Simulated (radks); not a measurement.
Values are calculated unless marked as measured or tabulated.
Pt, 78 electrons, occupied as [Xe] 4f14 5d9 6s1.

Level of theory: scalar-relativistic Kohn-Sham, SCAN, spin-unpolarised, spherical densities, finite nucleus; meta-GGA in the generalised Kohn-Sham scheme; Fermi nuclear charge, rms radius 5.427 fm (a radial shooting solver on a logarithmic mesh with Libxc functionals).

Energy parts (eV):
total: -501028.41
kinetic: 558540.54
electron-nucleus: -1244839.06
Hartree: 194945.77
exchange-correlation: -9675.67

Orbitals (lengths in bohr, moments of r in powers of bohr; <r^-3> diverges for s and p1/2; r(90%) holds 90 % of the orbital's charge):
1s: occ. 2; eigenvalue (eV) -78493.86; r(90%) 0.0313
2s: occ. 2; eigenvalue (eV) -13817.67; r(90%) 0.112
2p: occ. 6; eigenvalue (eV) -11973.14; r(90%) 0.106; <r^-3> 24250
3s: occ. 2; eigenvalue (eV) -3258.235; r(90%) 0.274
3p: occ. 6; eigenvalue (eV) -2717.895; r(90%) 0.281; <r^-3> 5524
3d: occ. 10; eigenvalue (eV) -2130.375; r(90%) 0.264; <r^-3> 689.2
4s: occ. 2; eigenvalue (eV) -706.3153; r(90%) 0.594
4p: occ. 6; eigenvalue (eV) -528.3073; r(90%) 0.640; <r^-3> 1316
4d: occ. 10; eigenvalue (eV) -311.2070; r(90%) 0.699; <r^-3> 143.6
4f: occ. 14; eigenvalue (eV) -70.9896; r(90%) 0.833; <r^-3> 27.12
5s: occ. 2; eigenvalue (eV) -103.7412; r(90%) 1.36
5p: occ. 6; eigenvalue (eV) -57.3295; r(90%) 1.61; <r^-3> 213.8
5d: occ. 9; eigenvalue (eV) -6.2849; r(90%) 2.71; <r^-3> 11.49
6s: occ. 1; eigenvalue (eV) -5.9402; r(90%) 4.29

The highest occupied level is 6s at -5.940 eV. For comparison, the ionisation energy in NIST's Atomic Spectra Database is 8.959 eV (measured). In exact Kohn-Sham theory the highest level is minus the ionisation energy, but local and semilocal functionals leave it too shallow, through self-interaction and a potential that decays too fast; potentials with the right tail come closer.

Beside tabulated values, note that spin-unpolarised runs miss the spin-polarisation part of the exchange energy of open shells.
